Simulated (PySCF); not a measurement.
C6H12N: g tensor and hyperfine couplings

C₆H₁₂N (doublet state).
Z-matrix (Å and degrees, GFN2-xTB geometry), rows numbered from 1:
```
C 
C   1  1.5295
C   2  1.4851  1  116.71
C   3  1.4844  2   94.37  1  -120.19
C   4  1.5364  3  117.06  2   120.03
N   5  1.4530  4  109.65  3    81.91
C   4  1.5444  3   88.02  2     1.53
H   1  1.0877  2  110.36  3    50.88
H   1  1.0880  2  110.28  3   171.11
H   1  1.0877  2  110.20  3   -68.92
H   2  1.0982  1  107.95  3   129.80
H   3  1.0721  2  131.67  1    47.22
H   4  1.0965  3  114.48  2  -114.19
H   5  1.0949  4  108.92  3  -160.53
H   5  1.1039  4  109.01  3   -42.85
H   6  1.0147  5  109.82  4   -59.79
H   6  1.0144  5  110.54  4  -178.68
H   7  1.0877  2  113.30  1     5.09
H   7  1.0871  2  115.28  1  -121.85
```

The hyperfine couplings belong to this conformer and change with its torsions.

The species is `C[C@@H]1[CH][C@H](CN)C1` [radical].

Computed, not measured: UKS B3LYP, pcH-1 on C H N, non-relativistic, mean-field spin-orbit, GIAO in PySCF. Isolated species at its GFN2-xTB geometry (one conformer only). Couplings are sensitive to structure, and on GFN2-xTB geometries they can be far from those on DFT ones. No stability test was run, so a lower SCF solution isn't excluded.

| Quantity | Value |
| --- | --- |
| g1, g2, g3 | 2.00216, 2.00275, 2.00281 |
| g_iso | 2.00257 |
| Form of g | close to axial: the two nearest values differ by 9 % of g3 − g1 |
| ⟨S²⟩ | 0.7542 (exact 0.7500) |
| HOMO–LUMO gap, α and β orbitals | 6.42, 4.98 eV |

Hyperfine couplings atom by atom, in mT; T1 to T3 are the principal values of the dipolar part (MHz turned into mT with g_iso):

```csv
atom,isotope,a_iso,T1,T2,T3,Mulliken spin population
C1,13C,2.20,-0.15,-0.14,0.29,0.03
C2,13C,-1.17,-0.09,0.00,0.09,-0.08
C3,13C,3.57,-2.84,-2.79,5.64,1.01
C4,13C,-1.17,-0.09,0.01,0.08,-0.08
C5,13C,2.20,-0.17,-0.16,0.33,0.03
N6,14N,-0.01,-0.01,0.00,0.01,0.00
C7,13C,0.35,-0.05,-0.05,0.10,0.01
H8,1H,-0.12,-0.18,-0.07,0.25,0.00
H9,1H,0.25,-0.10,-0.06,0.16,0.01
H10,1H,-0.12,-0.13,-0.08,0.21,0.00
H11,1H,3.97,-0.18,-0.14,0.32,0.05
H12,1H,-2.19,-1.35,0.00,1.35,-0.04
H13,1H,3.95,-0.18,-0.14,0.31,0.05
H14,1H,0.22,-0.10,-0.07,0.17,0.01
H15,1H,-0.13,-0.20,-0.06,0.25,0.00
H16,1H,0.05,-0.09,-0.08,0.17,0.00
H17,1H,0.06,-0.04,-0.04,0.08,0.00
H18,1H,-0.16,-0.10,-0.09,0.18,0.00
H19,1H,-0.09,-0.09,-0.08,0.17,0.00
```

The largest Mulliken spin populations are on C3 (+1.01), C4 (-0.08) and C2 (-0.08). C3 is the only atom above +0.15. The positive populations add up to 1.21 and the negative ones to -0.21, together 2S = 1. The angles at C3 add up to 358.6°, so it is planar; its axial dipolar tensor and the negative coupling of its proton fit spin in a p orbital normal to that plane.

Under fast tumbling the dipolar parts average out, and these isotropic splittings remain (the largest six): 1 × 1H (H11, I = 1/2, 2 lines) with 3.97 mT, 1 × 1H (H13, I = 1/2, 2 lines) with 3.95 mT, 1 × 1H (H12, I = 1/2, 2 lines) with 2.19 mT, 1 × 1H (H14, I = 1/2, 2 lines) with 0.22 mT, 1 × 1H (H18, I = 1/2, 2 lines) with 0.16 mT and 1 × 1H (H15, I = 1/2, 2 lines) with 0.13 mT.

Class means assume fast exchange of nuclei equivalent by connectivity; if that motion is slow, each nucleus keeps its own coupling.

The 13C coupling of C3 (100.0 MHz) shows only in satellite lines or after enrichment, since that isotope makes up about 1.07 % of natural carbon.

The spin density at the nucleus, in bohr⁻³, is negative for C4 (-0.0293), C2 (-0.0291) and H12 (-0.0137), for instance. A restricted open-shell determinant has no negative spin density anywhere; here it arises because α and β orbitals differ (spin polarisation).
